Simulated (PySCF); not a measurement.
Species: C4H13NSSi2.
Numbering: `[CH3:1][C:2]1([CH3:3])[CH2:4][NH:5][SiH2:6][S:7][SiH2:8]1`

NICS is the negative of the GIAO shielding at a point without a nucleus: at the ring centre (0) and 1 Å above and below it (1); zz is the component along the ring normal. Level: GIAO PBE0/pcSseg-1 (PySCF, non-relativistic, gas phase) on the GFN2-xTB geometry, one conformer.

Ring bond lengths (Å), with Mayer bond orders in brackets: C2–C4 1.540 (0.97), C4–N5 1.446 (0.95), N5–Si6 1.710 (1.01), Si6–S7 2.164 (0.91), S7–Si8 2.139 (0.98), Si8–C2 1.924 (0.80).

Give the NICS values of each ring in ppm.

```csv
ring,type,NICS(0),"NICS(1), two faces","NICS(1)zz, two faces",rms pucker (Å),"centre to ring atoms, mean (Å)"
C2–C4–N5–Si6–S7–Si8,"6-membered ring with N, S and 2 Si; formal bonds all single",-3.1,-3.3 / -2.7,3.3 / 2.6,0.36,1.72
```

What do they say, and how far can they be read as aromaticity?

- C2–C4–N5–Si6–S7–Si8: mean NICS(1)zz 2.9 ppm, near zero. C2, C4, Si6, Si8 have four or more neighbours; no verdict on aromaticity is drawn.

What is the mean of the two in-plane components of NICS at the first NICS(1) probe listed for ring C2–C4–N5–Si6–S7–Si8, 1 Å off the ring?

The isotropic value is a third of the trace: (3 × -3.3 − (3.3))/2 = -6.6 ppm.

Give the inner angles of the rings and the Hirshfeld charges of the ring atoms.

- C2–C4–N5–Si6–S7–Si8: C2 110.3° (-0.064 e), C4 114.2° (-0.026 e), N5 123.3° (-0.240 e), Si6 106.1° (+0.353 e), S7 98.8° (-0.193 e), Si8 111.3° (+0.306 e); sum 664.0° against 720° for a flat convex ring.

Hardware: an Arm Neoverse N1 with one thread (shared host). Cost: 80 s, 1.1 GiB resident at most. This is the whole shielding run at PBE0/pcSseg-1, SCF included.
